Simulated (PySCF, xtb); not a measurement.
siletan-1-amine (C3H9NSi), SMILES N[SiH]1CCC1.

GFN2-xTB in xtb at its own geometry gives an orbital gap of 5.30 eV and a dipole moment of 1.47 D.

Geometry: PBE0-D3(BJ)/def2-SVP. One conformer was computed; it need not be the lowest.

Question: What does r2SCAN/def2-TZVP (PySCF) give? (Estimate from the structure and the level; the computed values follow.)

Answer: gap 6.56 eV (levels -5.96 and 0.61 eV), dipole 1.27 D.
